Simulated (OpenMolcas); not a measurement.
## N: effect of the level shift or regulariser

- Program: OpenMolcas 26.06
- Basis: ANO-L-VTZP [4s3p2d1f]
- Scalar Hamiltonian: non-relativistic, point nucleus
- Active space: 5 electrons in 4 orbitals (2s 2p)
- State averaging: 2S+1 = 4 odd, 1 root; 2S+1 = 2 odd, 8 roots; 2S+1 = 4 even, 3 roots
- Spin-orbit coupling: state interaction with AMFI integrals over the reference wave functions, term energies averaged over their components

Methods on the same reference wave functions:
A. CASSCF
B. SS-CASPT2, IPEA 0.25 Eh, imaginary shift 0.1 Eh (closed shells correlated: 1s)
C. SS-CASPT2, IPEA 0.25 Eh, sigma2 regulariser 0.3 Eh (closed shells correlated: 1s)

Energies in cm⁻¹ above 2s² 2p³ ⁴S°_3/2, the measured ground level; measured values from NIST Handbook of Basic Atomic Spectroscopic Data.

```
          Level      A      B      C  Measured
2s² 2p³ ⁴S°_3/2    0.0    0.0    0.0       0.0
2s² 2p³ ²D°_3/2  23053  19980  19980     19233
2s² 2p³ ²D°_5/2  23054  19980  19980     19224
2s² 2p³ ²P°_3/2  30371  29520  29520     28839
2s² 2p³ ²P°_1/2  30373  29520  29520     28839
  2s 2p⁴ ⁴P_5/2  90586  88500  88500     88107
  2s 2p⁴ ⁴P_3/2  90647  88560  88560     88151
  2s 2p⁴ ⁴P_1/2  90683  88600  88600     88171
```

Deviations, from unrounded energies. A percentage is the sum of absolute deviations over the sum of measured energies, with the sign that they share, or ± where signs differ.

| Against measurement | Levels | A | B | C |
| --- | --- | --- | --- | --- |
| mean absolute deviation (cm-1) | 7 | 2600 | 580 | 590 |
| other terms of the ground configuration (%) | 4 | +11.1 | +3.0 | +3.0 |
| other configurations (%) | 3 | +2.8 | +0.5 | +0.5 |

B, C lie about equally close to measurement and A furthest from it. The largest miss of B in the table is 2s² 2p³ ²D°_5/2, by +760 cm-1. The ranking rests on the paired levels alone, and a cruder setting can come out closer through cancelling errors.

Between B and C no level of the table moves by more than 5 cm-1.

The two smallest mean deviations differ by little beside CASPT2's spread within terms, so their order carries little weight.

From A to B the spin-free energies of the other terms of 2s² 2p³ shown, above ⁴S°, scale by factors of 0.87 to 0.97.

The lowest spin-free term lies below A's lowest term by 0.102 hartree in B, 0.102 hartree in C.

Term energies are means over components that CASPT2 splits; among the terms shown or strongly mixed into the levels shown the widest spread is 130 cm-1 (2s² 2p³ ²D°, C). Without dynamic correlation excited terms often stand tens of per cent too high (terms of higher spin than the ground term too low), and those without a measured partner can miss by more than the paired ones (holds for A). Measured partners are found by configuration, term and J. A level has none where our copy of the source lacks it or the pairing is in doubt (some pairs that miss far off the trend of their configuration count as doubtful), and it then counts in no deviation. Levels of configurations outside the active space are missing.

° marks odd parity.
